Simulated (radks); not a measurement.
The numbers below are computed, except where a source is named.
Problem. Species: Ho XXI. Configuration: [Kr] 4d10 4f1. Code: a radial shooting solver on a logarithmic mesh with Libxc functionals. Model: scalar-relativistic Kohn-Sham, SCAN, spin-polarised, spherical densities, finite nucleus; open shells are filled with parallel spins first (spin-orbit coupling, left out, can overturn this in heavy ions); meta-GGA in the generalised Kohn-Sham scheme; Fermi nuclear charge, rms radius 5.2022 fm. Some entries of the table are withheld. Estimate them.

orbital,occ.,eigenvalue (hartree),<r> (bohr),r(max) (bohr)
1s down,1,-2061.833,0.02074,0.01311
1s up,1,-2061.833,0.02074,0.01311
2s up,1,-362.3238,0.08807,0.07455
2s down,1,-362.3222,0.08807,0.07455
2p up,3,-323.0869,0.07809,0.06063
2p down,3,-323.0859,0.07808,0.06063
3s up,1,-96.96930,0.2292,0.2109
3s down,1,-96.93184,0.2291,0.2108
3p up,3,-84.88901,0.2283,0.2075
3p down,3,-84.85053,0.2282,0.2074
3d up,5,-69.57582,0.2076,0.1699
3d down,5,-69.54481,0.2075,0.1699
4s up,1,(1),(2),0.4754
4s down,1,(3),(4),0.4754
4p up,3,-29.99645,0.5211,(5)
4p down,3,-29.92775,0.5214,(6)
4d up,5,-24.33765,0.5406,0.5005
4d down,5,-24.26776,0.5409,0.5006
4f up,1,-18.12883,0.5448,0.4525

Solution. 
(1) 4s up eigenvalue (hartree): -34.18628
(2) 4s up <r> (bohr): 0.4995
(3) 4s down eigenvalue (hartree): -34.11578
(4) 4s down <r> (bohr): 0.4997
(5) 4p up r(max) (bohr): 0.4930
(6) 4p down r(max) (bohr): 0.4930
